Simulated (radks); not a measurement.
The numbers below are computed, except where a source is named.
Bi+, configuration [Xe] 4f14 5d10 6s1 6p3 (not the ground configuration).

Code: a radial shooting solver on a logarithmic mesh with Libxc functionals. Model: non-relativistic Kohn-Sham, TPSS, spin-unpolarised, spherical densities, point nucleus; meta-GGA in the generalised Kohn-Sham scheme; relativity is left out, which matters for an element this heavy.

Energy parts (hartree):
part                       energy
total                 -20098.3515
kinetic                20093.7768
electron-nucleus      -47784.5502
Hartree                 7961.6244
exchange-correlation    -369.2025

Orbitals (lengths in bohr, moments of r in powers of bohr; r(max) is where P^2 peaks; r(90%) holds 90 % of the orbital's charge):
orbital  occ.  eigenvalue (hartree)   r(max)  r(90%)
1s          2             -2979.622  0.01210  0.0324
2s          2             -503.7829  0.06566   0.117
2p          6             -485.2448  0.05091   0.104
3s          2             -121.1174   0.1787   0.280
3p          6             -112.2922   0.1679   0.272
3d         10             -95.87863   0.1317   0.246
4s          2             -27.54539   0.3958   0.599
4p          6             -23.64355   0.3941   0.609
4d         10             -16.45296   0.3847   0.631
4f         14              -6.70535   0.3379   0.680
5s          2              -4.97897   0.8570    1.32
5p          6              -3.65107   0.8984    1.42
5d         10              -1.47682    1.022    1.80
6s          1              -0.70991    2.089    3.43
6p          3              -0.44143    2.437    4.14

The highest occupied level is 6p at -12.012 eV. The density falls to 0.001 e/bohr^3 at r = 4.55 bohr.
